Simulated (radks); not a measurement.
Pr6+, 53 electrons, occupied as [Kr] 4d10 4f1 5s2 5p4. Method: scalar-relativistic Kohn-Sham, PBE, spin-polarised, spherical densities, finite nucleus; open shells are filled with parallel spins first (spin-orbit coupling, left out, can overturn this in heavy ions); Fermi nuclear charge, rms radius 4.8919 fm; computed with a radial shooting solver on a logarithmic mesh with Libxc functionals.

Normalised radial functions P(r) = r R(r), r in bohr:

r         5s down
0.001475   0.0542
0.001936   0.0673
0.002541   0.0826
0.003362   0.1006
0.004413   0.1197
0.005793   0.1388
0.007665   0.1558
0.01006    0.1651
0.01321    0.1611
0.01733    0.1360
0.02293    0.0802
0.0301    -0.0063
0.03951   -0.1158
0.05228   -0.2218
0.06862   -0.2659
0.09007   -0.1946
0.1192     0.0166
0.1564     0.2716
0.2053     0.3882
0.2717     0.1875
0.3566    -0.2522
0.4681    -0.5648
0.6193    -0.3603
0.8129     0.2919
1.067      0.8884
1.412      0.9976
1.853      0.6612
2.432      0.2684
3.218      0.0588
4.224      0.0065

5s down: eigenvalue -108.10 eV, 4 radial nodes at r = 0.0296, 0.117, 0.308, 0.728 bohr, <r> = 1.39 bohr, 90 % of the charge inside 1.96 bohr.
